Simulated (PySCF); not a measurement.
In(Me)(OH)2(MeCN), C3H8InNO2, singlet, GFN2-xTB optimised geometry.

```
15

In    -1.15    -1.11     0.00
C     -1.34    -2.43    -1.75
H     -2.35    -2.84    -1.81
H     -0.62    -3.23    -1.65
H     -1.12    -1.83    -2.62
O     -1.27    -1.61     1.92
H     -1.44    -2.54     2.07
O     -1.33     0.85     0.00
H     -1.69     1.11     0.84
C      2.08     0.46     1.90
C      1.69    -0.41     0.84
N      1.36    -1.11     0.00
H      1.28     0.44     2.65
H      2.20     1.47     1.52
H      3.01     0.13     2.35
```

Density from B3LYP/def2-TZVP, def2 effective core potentials past Kr in PySCF 2.14.0 at that geometry. The core electrons that the potentials of In replace are not part of the density.

Minimum of the electron density along straight lines between bonded atoms, close to the bond critical point (lines longer than 1.1 times the sum of covalent radii, or with two minima, are not listed):

| bond | length / Å | ρ at the minimum / e bohr⁻³ | ∇²ρ there / e bohr⁻⁵ | position (fraction from the first atom) |
|---|---|---|---|---|
| In1–C2 | 2.200 | 0.091 | 0.13 | 0.52 |
| C2–H3 | 1.085 | 0.278 | -0.94 | 0.64 |
| C2–H4 | 1.084 | 0.279 | -0.95 | 0.64 |
| C2–H5 | 1.082 | 0.281 | -0.96 | 0.64 |
| In1–O6 | 1.987 | 0.112 | 0.52 | 0.52 |
| O6–H7 | 0.954 | 0.367 | -2.42 | 0.80 |
| In1–O8 | 1.966 | 0.119 | 0.55 | 0.52 |
| O8–H9 | 0.957 | 0.364 | -2.38 | 0.80 |
| C10–C11 | 1.425 | 0.287 | -0.84 | 0.44 |
| C11–N12 | 1.147 | 0.505 | -0.28 | 0.35 |
| C10–H13 | 1.092 | 0.279 | -0.97 | 0.65 |
| C10–H14 | 1.090 | 0.280 | -0.98 | 0.65 |
| C10–H15 | 1.089 | 0.280 | -0.97 | 0.65 |
